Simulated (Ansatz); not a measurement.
F₅V, SMILES [F][V-]([F])([F])([F])[F] (connectivity only; charge and spin as stated), charge -1, multiplicity 2.

The structure is a stationary point at B3LYP-D3(BJ)/def2-SVPD. A frequency run showed that this geometry is not a minimum. The multiplicity is an assumed one; other spin states were not compared.

Two levels are set side by side: PBE/def2-TZVPD (Ansatz, a program for electronic structure) and PBE0/def2-TZVPD (Ansatz). Energy differences of separate SCF runs at the same geometry; the states with an electron removed or added have multiplicity 1. Differences are taken from unrounded values.

```csv
quantity,PBE0,PBE,PBE minus PBE0
vertical ionisation energy (eV),4.92,3.51,-1.40
```
